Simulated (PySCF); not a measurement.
Species: 1-fluorohexane, C₆H₁₃F.
Cartesian coordinates in Å at the PBE0-D3(BJ)/def2-SVP level; atoms count from 1:
```xyz
20
C6H13F angstrom
C      3.1459    0.0875   -0.2956
C      1.7785    0.5056    0.2202
C      0.6262   -0.2368   -0.4427
C     -0.7418    0.1781    0.0764
C     -1.8966   -0.5555   -0.5890
C     -3.2526   -0.1046   -0.1019
F     -3.4315    1.2372   -0.3498
H      3.2374    0.2690   -1.3786
H      3.9557    0.6411    0.2032
H      3.3255   -0.9866   -0.1275
H      1.7294    0.3484    1.3122
H      1.6394    1.5908    0.0709
H      0.6676   -0.0743   -1.5352
H      0.7612   -1.3249   -0.2996
H     -0.8835    1.2617   -0.0714
H     -0.7853    0.0150    1.1689
H     -1.8485   -0.4147   -1.6827
H     -1.8148   -1.6428   -0.4141
H     -4.0613   -0.6599   -0.6076
H     -3.3526   -0.2649    0.9866
```

Method used: TDDFT PBE0/def2-SVPD, vertical, gas phase, core orbitals frozen in the response (PySCF).

Frontier orbitals with the atoms that hold most of them (Löwdin shares over 4%, at most four atoms; ? is withheld):

| orbital | ε (eV) | atoms |
| --- | --- | --- |
| HOMO-3 | -9.39 | C2 14%, C4 13%, C1 10%, C5 9% |
| HOMO-2 | -9.20 | F7 15%, C5 14%, C4 13%, C6 13% |
| HOMO-1 | -9.01 | ? |
| HOMO | -8.89 | C3 15%, C2 12%, C4 12%, C5 11% |
| LUMO | 0.78 | ? |
| LUMO+1 | 1.02 | C1 16%, C6 14%, H19 8%, C2 7% |
| LUMO+2 | 1.28 | H16 12%, H13 8%, H17 8%, H11 8% |

Question: Which atoms hold the HOMO-1, and with what shares?

Answer: C3 (bonded to 2 C and 2 H) 20%; C2 (bonded to 2 C and 2 H) 17%; C4 (bonded to 2 C and 2 H) 11%; H13 (bonded to C) 8%. By element: carbon 48% or more, hydrogen 8% or more.

Question: Which atoms hold the LUMO, and with what shares?

Answer: C3 (bonded to 2 C and 2 H) 10%; C5 (bonded to 2 C and 2 H) 10%; C6 (bonded to C, F and 2 H) 9%; C1 (bonded to C and 3 H) 8%.

Question: The HOMO–LUMO gap is 9.67 eV. Where does the response calculation put the lowest singlet, and from which orbitals?

Answer: S1 is at 8.54 eV (f = 0.0014), 1.13 eV below the gap, made of HOMO→LUMO (87%). Without the coupling terms of the response equations the lowest excitation would equal the gap.

Question: One configuration dominates each of S1 and S2. Which, and how do the shares of the two leading atoms of either orbital change from the occupied to the empty one?

Answer: 
- S1 (8.54 eV, f 0.0014), HOMO→LUMO (87%): C3 15% → 10%, C2 12% → at most 9%, C5 11% → 10%
- S2 (8.60 eV, f 0.0024), HOMO-1→LUMO (80%): C3 20% → 10%, C2 17% → at most 9%, C5 at most 9% → 10%

Löwdin shares depend on the basis, the more so with diffuse functions.

Time: 6.4 min wall, 4.1 min CPU. Hardware: an x86-64 server with one thread, no GPU, on a shared host.

One conformer stands for the species.
